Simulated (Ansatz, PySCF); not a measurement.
C2H6OSi2, SMILES C1[SiH2]O[SiH2]C=1. Atoms are numbered in the order given.

```xyz
11

C     -0.6747     0.0000     1.3777
C      0.6747     0.0000     1.3777
Si     1.4157     0.0000    -0.3511
O      0.0000     0.0000    -1.2501
Si    -1.4157     0.0000    -0.3511
H     -1.2419     0.0000     2.3174
H      1.2419     0.0000     2.3174
H      2.2360    -1.2120    -0.6428
H      2.2360     1.2120    -0.6428
H     -2.2360    -1.2120    -0.6428
H     -2.2360     1.2120    -0.6428
```

Geometry: PBE0-D3(BJ)/def2-SVP. The structure was generated by enumeration, and PubChem lists no compound with its InChIKey, so it may never have been made.

Two levels are set side by side: PBE-D3(BJ)/def2-SVP (Ansatz, a quantum-chemistry and plane-wave program) and PBE0-D3(BJ)/def2-SVP (Ansatz). Each level has its own optimised geometry; the coordinates shown are those of the second. Frequencies come from the Hessian of PySCF at each geometry. Differences are taken from unrounded values.

```
quantity                            PBE0-D3(BJ)
----------------------------------  -----------
mean bond length (Å)                      1.512
bond C1–C2 (Å)                            1.349
bond C1–Si5 (Å)                           1.881
bond C2–Si3 (Å)                           1.881
bond Si3–O4 (Å)                           1.677
bond O4–Si5 (Å)                           1.677
bond C1–H6 (Å)                            1.098
bond C2–H7 (Å)                            1.098
bond Si3–H8 (Å)                           1.492
bond Si3–H9 (Å)                           1.492
bond Si5–H10 (Å)                          1.492
bond Si5–H11 (Å)                          1.492
highest harmonic wavenumber (cm⁻¹)         3178
mean harmonic wavenumber (cm⁻¹)            1176
zero-point energy (kcal/mol)              45.38
```

What does PBE-D3(BJ) give, and how far is it from PBE0-D3(BJ)? (An estimate is asked for; the answer gives what the named calculation found.)


```tsv
quantity	PBE-D3(BJ)	PBE-D3(BJ) minus PBE0-D3(BJ)
mean bond length (Å)	1.523	0.012
bond C1–C2 (Å)	1.360	0.010
bond C1–Si5 (Å)	1.890	0.009
bond C2–Si3 (Å)	1.890	0.009
bond Si3–O4 (Å)	1.694	0.017
bond O4–Si5 (Å)	1.694	0.017
bond C1–H6 (Å)	1.106	0.008
bond C2–H7 (Å)	1.106	0.008
bond Si3–H8 (Å)	1.504	0.012
bond Si3–H9 (Å)	1.504	0.012
bond Si5–H10 (Å)	1.504	0.012
bond Si5–H11 (Å)	1.504	0.012
highest harmonic wavenumber (cm⁻¹)	3084	-94
mean harmonic wavenumber (cm⁻¹)	1133	-43
zero-point energy (kcal/mol)	43.73	-1.65
```

GGA bonds tend to be longer and softer than those of functionals with exact exchange. Differences between two approximate levels are no errors against the true value.
